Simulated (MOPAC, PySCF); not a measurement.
H5InN2, SMILES `[InH]([NH2])[NH2]`, neutral singlet in the gas phase. 

Cartesian coordinates (Å):
```xyz
8

N     -1.6230    -0.3781    -0.3945
In    -0.0230     0.7814     0.0550
N      1.6439    -0.3342     0.3443
H     -2.5504    -0.0216    -0.2114
H     -1.5894    -1.3556    -0.1393
H     -0.0727     2.4767     0.1744
H      2.5482     0.0979     0.2169
H      1.6664    -1.2666    -0.0454
```
Charge 0, multiplicity 1.

All levels are single points at this geometry (r2SCAN-D4/def2-TZVP); Pople sets use spherical d functions. Orbital energies aren't observables, and empty levels follow the basis.

M06-2X/6-31G* (LANL2DZ on In) in PySCF gives dipole (D) = 0.09.

Question: Estimate the dipole (D) from each of these levels: PBE-D3(BJ)/def2-TZVP in PySCF; r2SCAN-D4/def2-TZVP in PySCF; B3LYP/6-311+G** (LANL2DZ on In) in PySCF; B3LYP/6-31G* (LANL2DZ on In) in PySCF; B3LYP/LANL2DZ in PySCF; BP86/6-31G* (LANL2DZ on In) in PySCF; PBE/6-31G* (LANL2DZ on In) in PySCF; HF/6-31G* (LANL2DZ on In) in PySCF; AM1 in MOPAC; PM3 in MOPAC; PM6 in MOPAC; PM7 in MOPAC.

Answer: 
```tsv
level	dipole (D)
PBE-D3(BJ)/def2-TZVP in PySCF	0.23
r2SCAN-D4/def2-TZVP in PySCF	0.13
B3LYP/6-311+G** (LANL2DZ on In) in PySCF	0.34
B3LYP/6-31G* (LANL2DZ on In) in PySCF	0.22
B3LYP/LANL2DZ in PySCF	0.03
BP86/6-31G* (LANL2DZ on In) in PySCF	0.44
PBE/6-31G* (LANL2DZ on In) in PySCF	0.44
HF/6-31G* (LANL2DZ on In) in PySCF	0.29
AM1 in MOPAC	0.17
PM3 in MOPAC	1.94
PM6 in MOPAC	1.12
PM7 in MOPAC	1.13
```
